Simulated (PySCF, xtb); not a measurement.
CH5ClFNSi, SMILES [Si@@H](N)(CF)Cl. Other conformers were not sampled.

Harmonic wavenumbers (cm⁻¹) from GFN2-xTB in xtb 6.7.1 at its own minimum, in rising order: 51, 113, 161, 228, 253, 284, 476, 511, 643, 651, 699, 767, 811, 927, 1028, 1205, 1285, 1443, 1493, 2238, 2955, 2966, 3472, 3510.

### Question
What does PySCF 2.14.0 with B3LYP-D3(BJ)/def2-SVP give at its own minimum? (The exact figures need the calculation; the answer reports its results.)

### Answer
84, 128, 192, 223, 271, 329, 390, 525, 640, 694, 818, 831, 892, 928, 1071, 1236, 1316, 1451, 1542, 2276, 3017, 3073, 3573, 3666. Paired by order, the mean absolute difference is 49 cm⁻¹ and the zero-point energies are 40.3 and 41.7 kcal/mol.
